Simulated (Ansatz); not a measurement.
CF₄, singlet, geometry from GFN2-xTB. Base run: BLYP/cc-pVDZ in Ansatz (an electronic-structure program).

Here is a job for Ansatz.
Ansatz 0.2 input:
```yaml
crystal:
  periodic: [false, false, false]
  atoms:
    - {symbol: C, position_ang: [0.00000000, 0.00000000, -0.00000000]}
    - {symbol: F, position_ang: [0.76156680, 0.76669051, 0.74768414]}
    - {symbol: F, position_ang: [-0.74940203, -0.75691441, 0.76961488]}
    - {symbol: F, position_ang: [-0.76791520, 0.75064431, -0.75740957]}
    - {symbol: F, position_ang: [0.75575043, -0.76042041, -0.75988945]}
basis:
  gaussian:
    orbitals: cc-pVDZ
hamiltonian:
  xc: blyp
```

Variants of this job, named by their change:

```csv
change,E (Eh)
base,-437.45988
functional = blyp; dispersion = d3bjatm,-437.46366
functional = BHLYP,-437.34875
functional = pbe0,-437.10043
functional = b3lyp; dispersion = d3bjatm,-437.50831
functional = lc_wpbe,-437.27473
functional = pbe,-437.09524
functional = wB97X,-437.42053
functional = wB97M-V,-437.41522
functional = SVWN5,-434.65986
functional = hf,-435.66582
functional = pbe; dispersion = d3bj,-437.09703
functional = B97M-V,-437.37634
```

Absolute energies of different levels of theory aren't comparable as measures of quality.
